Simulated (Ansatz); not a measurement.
One change: `[CH3][Ta](=[S])([Cl])[Cl]` becomes `[OH][Ta](=[S])([Cl])[Cl]`.

Ansatz, PBE0-D4/def2-TZVP geometries, multiplicity 1. Each molecule was computed in one conformer, which needn't be the lowest.

Elements past krypton have def2 core potentials.

```csv
property,`[CH3][Ta](=[S])([Cl])[Cl]`
LUMO energy (PBE/def2-TZVPP) / eV,-3.39
HOMO energy (PBE/def2-TZVPP) / eV,-6.81
HOMO energy (ωB97M-V/def2-TZVPP) / eV,-10.03
LUMO energy (PBE0/def2-TZVPP) / eV,-2.58
"ideal-gas entropy at 298 K and 1 bar (rigid rotor, harmonic PBE0-D4/def2-TZVP) / J/(mol·K)",393
LUMO energy (ωB97M-V/def2-TZVPP) / eV,-0.48
```

Task: What does the change do to each property? (An estimate is asked.)

Result: Computed: 
```csv
property,`[OH][Ta](=[S])([Cl])[Cl]`,shift
LUMO energy (PBE/def2-TZVPP) / eV,-3.10,0.29
HOMO energy (PBE/def2-TZVPP) / eV,-6.84,-0.03
HOMO energy (ωB97M-V/def2-TZVPP) / eV,-10.07,-0.04
LUMO energy (PBE0/def2-TZVPP) / eV,-2.37,0.21
"ideal-gas entropy at 298 K and 1 bar (rigid rotor, harmonic PBE0-D4/def2-TZVP) / J/(mol·K)",377,-16
LUMO energy (ωB97M-V/def2-TZVPP) / eV,-0.30,0.18
```

With PBE0 the HOMO falls by 0.06 eV and the LUMO rises by 0.21 eV, so the gap widens by about 0.27 eV. PBE moves the HOMO by -0.03 eV and ωB97M-V by -0.04 eV. The zero-point energy changes by -56.4 kJ/mol with -6 modes.
